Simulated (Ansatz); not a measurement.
Geometry optimisation, RKS PBE-D4/def2-SVP in Ansatz.

Input:

```yaml
crystal:
  periodic: [false, false, false]
  atoms:
    - { symbol: Ga, position_ang: [0.023937, -0.501264, -0.39105] }
    - { symbol: H, position_ang: [0.006275, 0.091662, 2.312557] }
    - { symbol: H, position_ang: [1.436087, 0.119463, -0.650958] }
    - { symbol: H, position_ang: [-1.417317, 0.055794, -0.634484] }
    - { symbol: Cl, position_ang: [0.075173, -2.572379, 0.415158] }
    - { symbol: H, position_ang: [0.025445, -0.586478, 2.057777] }
basis:
  gaussian: { orbitals: def2-SVP }
hamiltonian:
  xc: pbe
  dispersion: d4
relax:
  f_tol: 0.03
  max_steps: 50
```

Run as:

```bash
$ ansatz run input.yaml --threads 1 --pin off --max-ram 2048MiB --backend cpu --events-out ev --progress --plain --runs-dir out
```

Q: Where does it end, and by what steps?

A: The run converged. After 5 steps the energy has fallen by 0.106 eV; Cl5 moved furthest, 0.33 Å.

| step | energy less start (eV) | largest force component (eV/Å) | accepted |
| --- | --- | --- | --- |
| 0 | 0.0000 | 1.840 | yes |
| 1 | -0.0825 | 0.275 | yes |
| 2 | -0.0888 | 0.281 | yes |
| 3 | -0.1027 | 0.144 | yes |
| 4 | -0.1051 | 0.074 | yes |
| 5 | -0.1057 | 0.025 | yes |

```xyz
6
Properties=species:S:1:pos:R:3
Ga 0.024 -0.580 -0.296
H 0.006 0.276 2.091
H 1.429 0.097 -0.484
H -1.412 0.029 -0.479
Cl 0.077 -2.721 0.122
H 0.026 -0.494 2.154
```

Whether the end is a true minimum wasn't checked by a vibrational analysis.

Time of the run: 11 s on 1 thread of Arm Neoverse V1 (shared host), peak memory 0.12 GiB.
